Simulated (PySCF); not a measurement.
Two species compared at the same levels of theory.

First species: C6H9FO.
SMILES with atom numbers: `[CH2:1]=[CH:2][CH2:3][C@H:4]([CH3:5])[C:6](=[O:7])[F:8]` (hydrogens: H9, H10 on C1; H11 on C2; H12, H13 on C3; H14 on C4; H15, H16, H17 on C5)

Second species: C7H11N.
SMILES: `C/N=C\[C@H]1CC12CC2`

Levels: CAM-B3LYP/def2-SVPD for dipole moment, HOMO energy, LUMO energy, HOMO–LUMO gap, static isotropic polarisability and electronic spatial extent ⟨r²⟩ about the centre of nuclear charge; TDDFT CAM-B3LYP/def2-SVPD for lowest singlet excitation; TDA CAM-B3LYP/def2-SVPD for lowest triplet excitation (Tamm–Dancoff); GFN2-xTB for rotational constant A and rotational constant C. Geometries: GFN2-xTB. All species are isolated and taken at one optimised geometry, non-relativistic unless stated. Electronic properties by PySCF.

The conformers computed, where there is a choice (atom-mapped SMILES and torsion angles):
- `[CH2:1]=[CH:2][CH2:3][C@H:4]([CH3:5])[C:6](=[O:7])[F:8]`: C1–C2–C3–C4 123°, C2–C3–C4–C5 -67°, C3–C4–C6–O7 10°
- `[CH3:1]/[N:2]=[CH:3]\[C@H:4]1[CH2:5][C:6]12[CH2:7][CH2:8]2`: N2–C3–C4–C5 148°

| property | column X | column Y |
| --- | --- | --- |
| dipole moment | 2.38 D | 3.11 D |
| HOMO energy | -8.11 eV | -9.23 eV |
| LUMO energy | 1.10 eV | 0.58 eV |
| HOMO–LUMO gap | 9.21 eV | 9.81 eV |
| lowest singlet excitation | 4.92 eV | 6.06 eV |
| lowest triplet excitation (Tamm–Dancoff) | 4.17 eV | 4.50 eV |
| static isotropic polarisability | 88.8 au | 74.7 au |
| electronic spatial extent ⟨r²⟩ about the centre of nuclear charge | 1197 bohr² | 1207 bohr² |
| rotational constant A | 4.469 GHz | 4.456 GHz |
| rotational constant C | 1.078 GHz | 0.954 GHz |

Which column belongs to which species?

Column X is the second species and column Y the first. The first has 17 atoms and 62 electrons, the second 19 and 60.

How does each property change from the first species to the second?

dipole moment -0.73 D; HOMO energy +1.12 eV; LUMO energy +0.52 eV; HOMO–LUMO gap -0.60 eV; lowest singlet excitation -1.14 eV; lowest triplet excitation (Tamm–Dancoff) -0.33 eV; static isotropic polarisability +14.1 au; electronic spatial extent ⟨r²⟩ about the centre of nuclear charge -10 bohr²; rotational constant A +0.013 GHz; rotational constant C +0.124 GHz.

On the first: The vertical singlet–triplet gap S1 − T1 is 1.56 eV (TDDFT singlet less Tamm–Dancoff triplet; S1: HOMO−1→LUMO, weight 0.87; T1: HOMO→LUMO+1, weight 0.76). The principal polarisabilities are 63.2, 70.1 and 90.8 au; their mean is the isotropic value.

On the second: In wavenumbers S1 is 39700 cm⁻¹ (1 eV = 8065.54 cm⁻¹). S1 lies 4.29 eV below the HOMO–LUMO gap; its leading configuration is HOMO→LUMO, weight 0.84.
